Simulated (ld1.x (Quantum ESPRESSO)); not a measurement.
**Transferability test, TM potential for lanthanum**

```json
{
 "Element": "La (Z = 57)",
 "Generator": "ld1.x (Quantum ESPRESSO) 7.5",
 "Type": "norm-conserving Troullier–Martins (Kleinman–Bylander form)",
 "Functional": "PBE",
 "Relativity": "scalar-relativistic",
 "Frozen core": "[Kr] 4d10",
 "Valence charge": "11",
 "Reference configuration": "4f0 5s2 5p6 5d1 6s0 6p0 (charge +2)",
 "Partial waves": "5p (bound): rc 2.95 bohr; 5d (bound): rc 3.00 bohr; 4f (bound, empty): rc 1.10 bohr; 5s (bound): rc 2.75 bohr",
 "Local potential": "the s channel",
 "Core correction": "Bessel-smoothed model core inside 1.00 bohr"
}
```

Energies are relative to the spin-unpolarised reference configuration 4f0 5s2 5p6 5d1 6s0 6p0; without spin polarisation the order of configurations can differ from experiment. Not all tests gave a result: 2 of 7 tests not solved or not reliable. Left out of the table: 4f0 5s2 5p6 5d1 6s1 6p1 (solver errors, printed error -781 eV); 4f1 5s2 5p6 5d0 6s2 6p0 (solver errors, printed error -1496 eV).

| valence configuration | charge | ΔE all-electron (eV) | error AE − PS (meV) |
| --- | --- | --- | --- |
| 4f0 5s2 5p6 5d1 6s2 6p0 | 0 | -16.854 | +2900 |
| 4f0 5s2 5p6 5d1 6s1 6p0 | +1 | -10.889 | +1979 |
| 4f0 5s2 5p5 5d1 6s2 6p0 | +1 | 10.117 | +5068 |
| 4f0 5s2 5p6 5d0 6s2 6p0 | +1 | -10.469 | +4218 |

Problem. What are ΔE and the potential's error for 4f0 5s2 5p6 5d0 6s0 6p0?

Solution. ΔE = 18.950 eV all-electron; the error (AE − PS) is -11 meV.

Levels in the configuration 4f0 5s2 5p6 5d0 6s0 6p0:

| level | all-electron (eV) | pseudo (eV) |
| --- | --- | --- |
| 5s | -61.665 | -61.687 |
| 5p | -44.743 | -44.777 |

These tests converged, but a pseudo level misses the all-electron one widely, so the file describes the atom poorly there or has found another state: 4f0 5s2 5p6 5d1 6s2 6p0: 5d by 1.1 eV (a node warning on the way); 4f0 5s2 5p6 5d0 6s0 6p0: empty 6s by 3.8 eV; 4f0 5s2 5p5 5d1 6s2 6p0: 5p by 2.4 eV; 4f0 5s2 5p6 5d0 6s2 6p0: 5p by 2.4 eV.
